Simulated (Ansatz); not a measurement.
Reaction (substitution at a C–Ge bond): `[CH3][Ge]([SH])([Cl])[Cl]` + `[OH][Al]1[CH2][NH]1` → `C[O][Al]1[CH2][NH]1` + `[SH][GeH]([Cl])[Cl]`

Calculated with Ansatz (gas phase, PBE0-D4/def2-TZVP geometries, no zero-point term in ΔE). CBS: MP2 limit from def2 TZ/QZ plus the TZ coupled-cluster correction, frozen cores. Functionals use def2-TZVPP. B3LYP here is the variant with VWN-RPA as its local correlation; programs differ in this. For Ge outer-core shells are correlated without core-valence functions, which leaves a few kJ/mol of doubt a bond. Scalar relativity is left out up to krypton. Each species was taken in one conformer, which may not be the lowest.

Question: Is it downhill or uphill in electronic energy at CCSD(T)/CBS, and by how much? (An estimate is asked.)

Answer: The calculation gave: Uphill: ΔE = +27.5 kcal/mol.

Question: What do these levels give: B3LYP-D4, ωB97M-V, PBE, B3LYP, CCSD(T)/def2-TZVPP, MP2/def2-QZVPP? (Best estimate.)

Answer: The calculation gave: B3LYP-D4 24.8, ωB97M-V 26.2, PBE 24.9, B3LYP 23.4, CCSD(T)/def2-TZVPP 27.1, MP2/def2-QZVPP 29.6 kcal/mol.

Largest T1 diagnostic among the species: 0.013.

In def2-TZVPP, CCSD(T) changes the Hartree–Fock value by +5.5 kcal/mol (the triples alone add +0.7 kcal/mol) and MP2 by +7.9 kcal/mol. The D4 term adds +1.4 kcal/mol with B3LYP and +0.8 kcal/mol with PBE0; it sums over pairs of atoms, weighted by their polarisabilities, and B3LYP, whose exchange is more repulsive, gets the larger term.
